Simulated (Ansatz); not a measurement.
# Relative stability

Two relaxed structures of Si$_{2}$H$_{2}$F$_{2}$, closed shell (PBE0-D4/def2-TZVP; forces vanish, vibrations not checked).

A:

F1  (-0.750, 0.330, -2.205)
Si2  (0.344, 0.182, -1.047)
Si3  (-0.278, -0.156, 1.070)
F4  (-1.447, -1.192, 1.422)
H5  (1.217, 1.392, -1.116)
H6  (0.914, -0.557, 1.876)
(Å)

B:

```
6
angstrom
F -0.7945 1.2072 1.7955
Si 0.0808 0.3296 -1.1875
Si -0.2216 -0.1369 1.1419
F -1.3269 -1.2608 1.3995
H 1.2678 1.1864 -0.7515
H 0.9685 -0.5575 1.9279
```

Ansatz 0.2.0; basis: def2-TZVPP; cores frozen in the correlated methods. B3LYP uses VWN-RPA correlation.

(1) Which structure is lower at CCSD(T), and by how much? (An estimate is asked for; the value comes from the calculation.)

T1 diagnostic: at most 0.018. The restricted Hartree–Fock reference is unstable towards an unrestricted one at one or more of these structures. A large double-excitation amplitude points to some diradical character; no triplet was computed.

Answers

(1) By the calculation: B, by 29.7 kJ/mol (electronic energy, against the other). By their contacts, A is Si₂H₂F₂ ([F][SiH][SiH][F]) and B is Si₂H₂F₂ ([F][SiH]([F])[SiH]).

All methods give the same order:

| method | E(B) − E(A) (kJ/mol) |
| --- | --- |
| PBE-D4 | -2.9 |
| r2SCAN-D4 | -8.3 |
| PBE0-D4 | -21.1 |
| B3LYP-D4 | -22.3 |
| wB97M-V | -40.8 |
| HF | -75.0 |
| MP2 | -31.6 |
| CCSD | -41.3 |
| CCSD(T) | -29.7 |

Labels in which every atom is bracketed show which atoms are joined, not bond orders.

For scale, one of the runs: CCSD(T)/def2-TZVPP, 174 basis functions, launched by `ansatz run in.yaml --threads 2 --pin off --events-out ev --progress --plain --max-ram 4352MiB`. Time: 56 s of wall clock on 2 CPU threads of an Arm Neoverse V2; the host was shared. Peak host memory: 1.5 GiB.
